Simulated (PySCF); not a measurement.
The vertical singlet excitations below were computed for one of the candidates. Method: PySCF 2.14.0, density-fitted response routines, TDDFT CAM-B3LYP/def2-SVPD, vertical, gas phase, core orbitals frozen in the response. Geometries: GFN2-xTB, one conformer each.

| state | E (eV) | f | main configurations (H = HOMO, L = LUMO) |
| --- | --- | --- | --- |
| S1 | 3.58 | 0.0045 | H-1→L (98%) |
| S2 | 4.17 | 0.0001 | H-1→L+1 (99%) |
| S3 | 4.58 | 0.0000 | H-2→L (97%) |
| S4 | 4.73 | 0.014 | H→L (90%) |
| S5 | 5.05 | 0.0045 | H-2→L+1 (98%) |
| S6 | 5.14 | 0.277 | H→L+1 (84%) |
| S7 | 5.83 | 0.0000 | H→L+2 (81%) |
| S8 | 6.09 | 0.160 | H-3→L (77%) |

Triplets computed (Tamm–Dancoff): 2.63, 3.70, 3.74 eV.

**Question.** Which candidate is it?
A. `O=CC(=O)C(Cl)=C=S`
B. `C=CC(=O)C(Cl)=C=S`
C. `CSC1=NN=NC(Cl)=C1`

**Answer.** C. Its S1, at 3.58 eV, is the highest among the candidates; the nearest of the others has S1 at 2.48 eV. S1 is HOMO-1→LUMO (98%). Löwdin shares by element: HOMO sulfur 54%, carbon 25% or more (atoms not listed hold the other 20%); LUMO nitrogen 50%, carbon 22% or more (atoms not listed hold the other 28%). At the same level the other candidates give, for their lowest levels:
- `O=CC(=O)C(Cl)=C=S`: 2.48 eV (f 0.000); 2.86 eV (f 0.000); 3.25 eV (f 0.062); 4.47 eV (f 0.000); 4.62 eV (f 0.139); T1 2.22 eV; HOMO -8.40, LUMO -2.43 eV
- `C=CC(=O)C(Cl)=C=S`: 2.13 eV (f 0.000); 3.72 eV (f 0.000); 4.16 eV (f 0.071); 4.36 eV (f 0.153); 5.15 eV (f 0.000); T1 1.81 eV; HOMO -8.25, LUMO -2.12 eV

Conformer computed: `[CH3:1][S:2][c:3]1[cH:4][c:5]([Cl:6])[n:7][n:8][n:9]1`: C1–S2–C3–C4 180°.
